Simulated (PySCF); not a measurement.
Gas-phase reaction: 2 AgCl ⇌ Ag2 + 2 Cl

Computed with PySCF (xtb for GFN2) and rigid-rotor harmonic-oscillator thermochemistry at 1 bar. † marks an energy on the PBE0/def2-TZVP geometry and frequencies; other levels use their own. Open shells (unrestricted): Cl (multiplicity 2, electronic degeneracy 6); the rest are closed-shell singlets. GFN2 has no spin-polarisation term. Spin-orbit splitting is ignored; it lowers the true energy and changes the entropy of Cl. B3LYP is the form with VWN-RPA correlation. Ag: scalar-relativistic def2 core potential, no spin-orbit coupling. The harmonic model lacks anharmonicity and excited electronic states, which grow with temperature; levels with a mode under 35 cm⁻¹ are left out.

ΔH° and ΔS° at 298 K: B3LYP/def2-TZVP† 413 kJ, 102 J/K; GFN2-xTB 376 kJ, 102 J/K; HF/def2-TZVP† 370 kJ, 102 J/K.

**Question.** With the heat capacities included, give log10 K (1 bar) at 600, 1000, 1200, 1400, 2500 K from B3LYP/def2-TZVP†, GFN2-xTB, HF/def2-TZVP†.

**Answer.** 
```
T (K)  B3LYP/def2-TZVP†  GFN2-xTB  HF/def2-TZVP†
-----  ----------------  --------  -------------
600               -30.5     -27.3          -26.8
1000              -16.1     -14.2          -13.9
1200              -12.5     -10.9          -10.6
1400               -9.9      -8.5           -8.3
2500               -3.0      -2.2           -2.1
```
